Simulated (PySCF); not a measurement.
Harmonic spectrum computed at PBE0 in the def2-SVP basis family (core potentials from Rb on, PySCF, no spin–orbit coupling):

| symmetry | ω (cm⁻¹) | IR (km/mol) |
| --- | --- | --- |
| b2 | 102 | 37.9 |
| b1 | 127 | 47.8 |
| a1 | 201 | 9.6 |
| a1 | 696 | 1.2 |
| b2 | 718 | 254 |
| a1 | 826 | 240 |

Question: Which molecule gave it? In each, all ligands are bound to the one heavy central atom.
A. CoF₃ (quintet)
B. ZrF₃ (doublet)
C. ScF₃ (singlet)
D. FeF₃ (sextet)
E. VF₃ (triplet)

Answer: E. It has C2v symmetry with V–F 1.720 Å, V–F 1.733 Å (×2).
